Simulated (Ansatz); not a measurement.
Program: Ansatz. Geometries: PBE0-D4/def2-TZVP. ΔE: electronic, gas phase. CCSD(T)/CBS is the MP2 limit (def2-TZVPP, def2-QZVPP) plus CCSD(T) − MP2 in def2-TZVPP, frozen cores. This one scheme is used for every species. def2 core potentials past Kr. For Ga, I outer-core shells are correlated without core-valence functions, which leaves a few kJ/mol of doubt a bond. Scalar relativity is left out up to krypton.

`[CH3][Ga]([F])[I]` + H₂ → `[CH3][GaH][F]` + HI  (hydrogenolysis of a Ga–I bond)

`[CH3][Ga]([F])[I]`:

```xyz
7

C    -0.603   -0.472   -0.671
Ga    0.643    0.340    0.583
F     2.258   -0.317    0.775
I     0.231    2.303    2.034
H    -1.526   -0.734   -0.152
H    -0.844    0.245   -1.457
H    -0.159   -1.364   -1.112
```

H₂:

```xyz
2

H    -0.144    0.209    0.273
H     0.144   -0.209   -0.273
```

`[CH3][GaH][F]`:

Cartesian coordinates in Å:
```
C 0.887 -0.207 0.194
Ga -0.987 0.261 -0.067
F -1.502 0.257 -1.757
H 0.975 -1.288 0.331
H 1.469 0.070 -0.686
H 1.305 0.278 1.078
H -2.147 0.630 0.908
```

HI:

```xyz
2

I     0.791   -0.143   -0.044
H    -0.791    0.143    0.044
```

| level | ΔE (kJ/mol) |
| --- | --- |
| HF/def2-SVP | 105.2 |
| MP2/CBS(def2) | 133.5 |

**Question.** What does CCSD(T)/CBS give? (Best estimate.)

**Answer.** Computed: +120.6 kJ/mol. The listed levels differ from it by -15.4, 12.9 kJ/mol.

Largest T1 diagnostic among the species: 0.013.

Leaving LDA and LC-ωPBE aside and taking each functional with its dispersion term where it has one, the values, not all of them listed here, spread over 18.4 kJ/mol, from B97M-V to r2SCAN0-D4. LDA lies −4.8 kJ/mol from PBE without D4. The D4 term adds +8.2 kJ/mol with B3LYP and +4.6 kJ/mol with PBE0; it sums over pairs of atoms, weighted by their polarisabilities, and B3LYP, whose exchange is more repulsive, gets the larger term. In def2-TZVPP, CCSD(T) changes the Hartree–Fock value by +4.6 kJ/mol (the triples alone add +4.0 kJ/mol) and MP2 by +17.4 kJ/mol.

B3LYP here is the variant with VWN-RPA as its local correlation; programs differ in this.
